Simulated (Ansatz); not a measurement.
H₄W₂⁻, relaxed as a doublet with UKS r2SCAN-D4/def2-TZVPD in Ansatz, starting from the GFN2-xTB geometry. Force threshold 0.02 eV/Å.

In the def2 sets W takes a core potential; there is no spin–orbit coupling. The charge -1 doublet is spin-contaminated (final ⟨S²⟩ up to 1.12, 0.75 for a pure state). The highest occupied level of the charge -1 doublet lies above zero (up to 0.88 eV). It is a level of α spin, whose loss leaves a singlet; that state wasn't run at this geometry and level. The electron is either unbound and held by the finite basis, or the level is raised by self-interaction error. The relaxation made no stability test and no search for a lower SCF solution. No other spin state of charge -1 was run. Another isomer (doublet) lies 0.13 eV lower at PBE0-D4/def2-TZVPD; other spin states weren't run for this one.

Start:

Cartesian coordinates in Å:
```
W 0.7882 0.7199 -0.6635
W -0.6951 -0.7506 0.7161
H -1.7848 -1.1313 -0.3964
H -0.2713 1.8737 -1.0019
H 1.7030 1.3209 0.5083
H 0.2600 -2.0327 0.8375
```

Problem. Estimate the energy that the relaxation releases and the steps that it takes.

Solution. 143.6 kJ/mol, in 8 steps; 27 s on 4 threads of Arm Neoverse V2 on a shared host. No frequencies were taken in this run, so the end may be a saddle point.

Problem. Does the start keep its bonding and symmetry?

Solution. By distances, no bond broke or formed. The bond that changes most is W1–W2, from 2.50 to 2.17 Å (atoms count from 1). Point group C2 at the start, Cs at the end, both within 0.05 Å.

Problem. Predict the relaxed structure.

Solution. 
Cartesian coordinates in Å:
```
W 0.6510 0.5501 -0.6578
W -0.6627 -0.5384 0.6864
H -1.7429 -0.8866 -0.6246
H -0.5818 1.7283 -0.9870
H 1.7566 0.8669 0.6429
H 0.5799 -1.7203 0.9401
```
Bond lengths (bridged metal pairs left out): 1 × W–W 2.17 Å; 4 × H–W 1.73 to 1.74 Å.
